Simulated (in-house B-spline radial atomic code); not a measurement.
The iodine ion I⁷⁺: [Ar] 3d9 4s2 4p6 4d10 6s1 (an excited or competing configuration)

All numbers are computed (Dirac-Hartree-Fock, average of configuration; Fermi nucleus of rms radius 4.75 fm) with a radial B-spline atomic code at the basis-set limit, not measured.

Z_r = [3n² - l(l+1)]/(2<r>); Z_e = n√(-2ε); the last column is Slater's effective charge. Values are occupation-weighted means over j. An effective charge above Z reflects the relativistic contraction of the inner shells.

```json
{"shell": "1s", "electrons": "2", "ε (eV)": "-33513", "<r> (bohr)": "0.02722", "Z_r": "55.11", "Z_e": "49.63", "Slater": "52.70"}
{"shell": "2s", "electrons": "2", "ε (eV)": "-5403.3", "<r> (bohr)": "0.1165", "Z_r": "51.49", "Z_e": "39.86", "Slater": "48.85"}
{"shell": "2p", "electrons": "6", "ε (eV)": "-4865.1", "<r> (bohr)": "0.1023", "Z_r": "48.90", "Z_e": "37.82", "Slater": "48.85"}
{"shell": "3s", "electrons": "2", "ε (eV)": "-1236.1", "<r> (bohr)": "0.3104", "Z_r": "43.50", "Z_e": "28.59", "Slater": "41.75"}
{"shell": "3p", "electrons": "6", "ε (eV)": "-1055.9", "<r> (bohr)": "0.3082", "Z_r": "40.56", "Z_e": "26.43", "Slater": "41.75"}
{"shell": "3d", "electrons": "9", "ε (eV)": "-789.08", "<r> (bohr)": "0.2871", "Z_r": "36.57", "Z_e": "22.85", "Slater": "32.20"}
{"shell": "4s", "electrons": "2", "ε (eV)": "-321.95", "<r> (bohr)": "0.726", "Z_r": "33.06", "Z_e": "19.46", "Slater": "26.10"}
{"shell": "4p", "electrons": "6", "ε (eV)": "-261.75", "<r> (bohr)": "0.769", "Z_r": "29.91", "Z_e": "17.54", "Slater": "26.10"}
{"shell": "4d", "electrons": "10", "ε (eV)": "-169.82", "<r> (bohr)": "0.8555", "Z_r": "24.55", "Z_e": "14.13", "Slater": "14.85"}
{"shell": "6s", "electrons": "1", "ε (eV)": "-55.87", "<r> (bohr)": "2.973", "Z_r": "18.17", "Z_e": "12.16", "Slater": "8.00"}
```

The least bound orbital is 6s1/2 at -55.87 eV, and it is also the most diffuse (<r> = 2.973 bohr). The part-filled 3d shell lies below the filled 4d shell in orbital energy.

Spin-orbit splittings of the orbital energies (j = l + 1/2 above j = l - 1/2 when positive): 2p 300.1 eV, 3p 58.89 eV, 3d 12.26 eV, 4p 12.15 eV, 4d 2.054 eV.

For the 1s electron the small component carries 3.81 % of the norm, the zero-frequency Breit interaction raises the level by 81.84 eV, self-energy by 46.84 eV, and vacuum polarisation lowers it by 6.463 eV.
